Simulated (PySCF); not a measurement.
# A ladder of Hamiltonians for Sb⁴⁵⁺ (antimony, charge +45)

Occupied: 1s1/2, 2s1/2, 2p1/2. Hartree-Fock calculated with PySCF 2.14 in an uncontracted even-tempered set (16 s from 7.8 bohr⁻², ratio 2.7; 12 p from 9.3 bohr⁻², ratio 2.7), Gaussian nucleus throughout. NR is non-relativistic, sf-X2C the spin-free one-electron X2C Hamiltonian, X2C adds the bare one-electron spin-orbit term, X2C-SNSO screens it by Boettger's factors, DC is four-component Dirac-Coulomb, and the Gaunt and Breit terms are added at first order (total energies over the DC spinors, levels after relaxing the spinors in that mean field). QED terms are absent. Levels marked empty are virtual spinors of this ion.

```csv
Hamiltonian,E (hartree)
X2C,-3883.1986
X2C-SNSO,-3882.5725
DC,-3883.8193
DC+Gaunt,-3880.7035
DC+Breit,-3880.8654
```

```tsv
level (eV)	X2C	X2C-SNSO	DC	DC+Gaunt	DC+Breit
1s1/2	-34540.3	-34541.2	-34561.1	-34498.3	-34500.3
2s1/2	-8049.1	-8049.4	-8051.8	-8045.7	-8046.2
2p1/2	-7903.6	-7895.2	-7897.2	-7884.4	-7886.0
2p3/2 (empty)	-7389.5	-7393.2	-7393.5	-7387.1	-7388.6
3s1/2 (empty)	-3336.2	-3336.2	-3336.9	-3335.1	-3335.4
```

Task: How large are the two-electron picture-change error of X2C and the Breit correction in the total energy?

Result: X2C-1e lies 0.6207 hartree above Dirac-Coulomb; Gaunt adds 3.1158 and the full Breit term 2.9540 hartree.

Weight of the small component: 1s1/2 0.0353, 2s1/2 0.00820, 2p1/2 0.00816, 2p3/2 0.00773, 3s1/2 0.00336.

Koopmans' value for the highest occupied level at DC+Breit: 7886.0 eV, against an ionisation energy of 7887 ± 4 eV (theoretical estimate listed by NIST; NIST Atomic Spectra Database, ionization energies); the former lacks relaxation, correlation, QED and recoil.

The whole ladder took 79 s of wall time on 1 thread of Neoverse-N1 (shared host), launched as `OMP_NUM_THREADS=1 python relrun2.py TASK.json OUT` (a driver that calls PySCF for each Hamiltonian).
